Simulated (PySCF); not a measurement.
# C₆ coefficients of unlike pairs at PBE0

Calculated with PySCF 2.14 from the dipole response of each species, C₆(A,B) = (3/π) ∫ α_A(iu) α_B(iu) du, in atomic units, from isotropic polarisabilities. For ions this is the dispersion term alone; charge-induced terms of lower order in 1/R come first.

```tsv
species	configuration	basis	relativity	α (bohr³)	C₆ (like pair)
Ge	[Ar] 3d10 4s2 4p2 (3P)	aug-cc-pVDZ-PP with ECP10MDF (5s4p3d)	core potential	41.72	362.0
Zn³⁺	[Ar] 3d9 (2D)	aug-cc-pwCVTZ-DK (10s9p7d4f3g)	spin-free X2C	1.479	3.381
Te⁺	[Kr] 4d10 5s2 5p3 (4S)	aug-cc-pVTZ-PP with one added diffuse shell each of d, f type with ECP28MDF (6s5p5d3f)	core potential	22.25	183.1
Si²⁺	[Ne] 3s2 (1S)	aug-cc-pV(Q+d)Z with one added diffuse shell each of s, p, d, f, g type (8s7p6d4f3g)	none	11.94	41.37
```

Q: Estimate C₆ for Te⁺ with Ge.

A: The integral gives 248.7. The combination rule 2 C_A C_B / (C_A α_B/α_A + C_B α_A/α_B) gives 247.2 and the geometric mean 257.5.

No spin-orbit coupling is included.

The other pairs:

| pair | C₆ |
| --- | --- |
| Te⁺, Zn³⁺ | 19.89 |
| Si²⁺, Te⁺ | 86.31 |
| Si²⁺, Zn³⁺ | 8.744 |
| Zn³⁺, Ge | 23.21 |
| Si²⁺, Ge | 121.1 |
